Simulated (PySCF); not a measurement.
PySCF input file for 2-methylidenecyclopent-3-en-1-one (C₆H₆O), SMILES C=C1C=CCC1=O, PBE/pcSseg-1. The structure is a stationary point at PBE-D3(BJ)/def2-SVP. One conformer was computed; it need not be the lowest.

```python
import numpy as np
from pyscf import gto, scf, dft
from pyscf.prop.nmr import rks as nmr

mol = gto.M(
    atom='''
    C    -0.91964825    1.95582173   -0.00000000
    C    -0.58980976    0.64290224   -0.00000000
    C    -1.42862245   -0.55371731   -0.00000000
    C    -0.67045653   -1.68311387    0.00000000
    C     0.80172064   -1.37630795   -0.00000000
    C     0.84642193    0.16353720   -0.00000000
    O     1.84440927    0.86030012    0.00000000
    H    -0.11332036    2.70684363   -0.00000000
    H    -1.96488277    2.30049684    0.00000000
    H    -2.52791132   -0.52847906   -0.00000000
    H    -1.07308104   -2.70661729    0.00000000
    H     1.34314395   -1.77468865    0.88671575
    H     1.34314395   -1.77468865   -0.88671576
    ''',
    basis='pcSseg-1',
    charge=0,
    spin=0,
    max_memory=1600,
    verbose=3,
)
mf = dft.RKS(mol, xc='pbe')
mf.grids.level = 3
mf.conv_tol = 1e-10
mf.max_cycle = 100
mf.kernel()
n = nmr.NMR(mf)
n.verbose = 2
n.max_cycle_cphf = 60
sigma = n.kernel()
print('atom   isotropic/ppm   span/ppm')
for i, s in enumerate(sigma):
    w = np.linalg.eigvalsh((s + s.T) / 2)
    print(f'{mol.atom_symbol(i):2s}{i + 1:3d} {w.mean():14.3f} {w[2] - w[0]:11.3f}')
```

Log of the run:

```
converged SCF energy = -307.026982986399
atom   isotropic/ppm   span/ppm
C   1         57.729     198.010
C   2         29.503     208.213
C   3         36.578     199.214
C   4         36.336     219.166
C   5        133.075      24.737
C   6        -26.016     164.524
O   7       -297.350    1259.348
H   8         24.953       4.703
H   9         25.551       4.351
H  10         24.219       4.294
H  11         24.464       3.322
H  12         28.093       6.937
H  13         28.093       6.937
```

Self-consistency was reached.
